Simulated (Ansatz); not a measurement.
Calculated with Ansatz (gas phase, PBE0-D4/def2-TZVP geometries, no zero-point term in ΔE). CCSD(T)/CBS adds triple-zeta CCSD(T) − MP2 to the extrapolated MP2 energy (def2 sets, frozen cores). This one scheme is used for every species. Functionals use def2-TZVPP. Each species was taken in one conformer, which may not be the lowest.

Reaction (cleavage of the B–Si bond): `B[SiH2]N` + `[CH2]1[NH][AlH]1` → `B[N]1[CH2][AlH]1` + `N[SiH3]`

CCSD(T)/CBS gives -163.8 kJ/mol.

**Question.** Another level gave -171.5 kJ/mol. Which?
A. B2PLYP/def2-TZVPP
B. PBE0/def2-TZVPP
C. revPBE/def2-TZVPP
D. r2SCAN0/def2-TZVPP

**Answer.** A. B2PLYP -171.5, r2SCAN0 -166.8, revPBE -157.0, PBE0 -161.4 kJ/mol.

**Question.** What do rigid-rotor, harmonic-oscillator terms from PBE0-D4/def2-TZVP frequencies (298.15 K, 1 bar) make of the CCSD(T)/CBS value? (An estimate is asked.)

**Answer.** Computed: ΔZPE = -1.0 kJ/mol, ΔH = -165.8 kJ/mol, ΔS = -7 J/(mol·K), ΔG = -163.6 kJ/mol.

Largest T1 diagnostic among the species: 0.015.

Leaving LDA and LC-ωPBE aside and taking each functional with its dispersion term where it has one, the values, not all of them listed here, spread over 11.8 kJ/mol, from CAM-B3LYP-D4 to revPBE-D4. LDA lies −8.3 kJ/mol from PBE without D4. At CCSD(T), def2-SVP lies −15.5 kJ/mol from the extrapolated value and def2-TZVPP −3.1 kJ/mol.
